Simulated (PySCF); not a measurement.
# Orbital energies and ionisation energy

Species: C3H8AlN.
Cartesian coordinates in Å at the PBE0-D3(BJ)/def2-SVP level; atoms count from 1:
```
atom  x, y, z in Å
C1     2.2547   -0.5730   -0.0433
C2     1.3721    0.3069    0.8405
C3    -0.0246    0.2832    0.4434
N4    -1.1265    0.2495    0.1097
Al5   -3.0700    0.1843   -0.4842
H6     3.2946   -0.5115    0.3044
H7     1.9368   -1.6240   -0.0006
H8     2.2203   -0.2443   -1.0912
H9     1.6996    1.3593    0.8150
H10    1.4161   -0.0105    1.8954
H11   -3.7562    0.8906    0.7823
H12   -3.2397   -1.4047   -0.6285
H13   -2.9553    1.0432   -1.8346
```

Level: wB97X-D/def2-SVPD (PySCF). Frontier orbitals with their largest atomic shares (Löwdin; up to four atoms above 4 %):

```json
{"orbital": "HOMO−3", "ε (eV)": "-12.93", "main atoms": "N4 30 %, C3 18 %, C2 16 %, C1 11 %"}
{"orbital": "HOMO−2", "ε (eV)": "-11.54", "main atoms": "Al5 39 %, H11 17 %, H12 17 %, H13 17 %"}
{"orbital": "HOMO−1", "ε (eV)": "-9.00", "main atoms": "?"}
{"orbital": "HOMO", "ε (eV)": "-9.00", "main atoms": "?"}
{"orbital": "LUMO", "ε (eV)": "0.83", "main atoms": "N4 29 %, C3 27 %, C2 13 %, C1 10 %"}
{"orbital": "LUMO+1", "ε (eV)": "1.01", "main atoms": "N4 35 %, C3 33 %, C2 13 %, H10 5 %"}
{"orbital": "LUMO+2", "ε (eV)": "1.50", "main atoms": "C3 26 %, Al5 16 %, C2 16 %, C1 10 %"}
```

Question: What vertical ionisation energy does ΔSCF give, and how far is −ε(HOMO) from it?

Answer: ΔSCF: 9.53 eV (920 kJ/mol; threshold wavelength 130 nm); ⟨S²⟩ of the doublet left behind is 0.768, against 0.75 for a pure doublet. −ε(HOMO) is 9.00 eV, 0.53 eV below it. In exact Kohn–Sham theory the two would be equal; wB97X-D (range-separated hybrid) falls short of its own ΔSCF value by 6 %.

Question: On which atoms does the HOMO lie?

Answer: HOMO: Al5 38 %, H13 28 %, H11 28 %; HOMO−1: Al5 38 %, H12 37 %, H11 11 %, H13 10 %. These 2 orbitals lie within 0.02 eV of one another. The HOMO−2 lies 2.54 eV lower.

Question: How many of the 10 lowest singlet excitations (vertical TDDFT, same level) lie below the ionisation energy?

Answer: All 10; they run from 5.94 to 7.99 eV.

Question: What kinetic energy would electrons from this vertical process carry with 118.2 nm light (10.49 eV)?

Answer: 10.49 − 9.53 = 0.96 eV.

Question: Shift the occupied levels rigidly so that −ε(HOMO) equals the ΔSCF value. What binding energies result?

Answer: The shift is +0.53 eV: HOMO 9.53, HOMO−1 9.53, HOMO−2 12.07, HOMO−3 13.46 eV. A rigid shift is only a rough guide to the deeper ionisations.

Geometry: PBE0-D3(BJ)/def2-SVP; no solvent, vibrations or thermal averaging.
